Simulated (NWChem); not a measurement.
# CH7GeN; SMILES C[NH][GeH3]

### Question
Give the equilibrium geometry at PBE0/def2-SVP (NWChem) as a list of bonds and angles, with the point group.

### Answer
point group C1; any orientation.
Bonded distances (Å): Ge1–N2 1.834, Ge1–H4 1.538, Ge1–H5 1.551, Ge1–H6 1.539, N2–C3 1.444, N2–H7 1.015, C3–H8 1.103, C3–H9 1.110, C3–H10 1.103. Angles (°): N2–Ge1–H4 106.7, N2–Ge1–H5 114.1, N2–Ge1–H6 107.2, H4–Ge1–H5 109.2, H4–Ge1–H6 111.3, H5–Ge1–H6 108.3, Ge1–N2–C3 120.7, Ge1–N2–H7 113.8, C3–N2–H7 112.7, N2–C3–H8 110.7, N2–C3–H9 115.3, N2–C3–H10 109.9, H8–C3–H9 107.3, H8–C3–H10 106.4, H9–C3–H10 106.9.
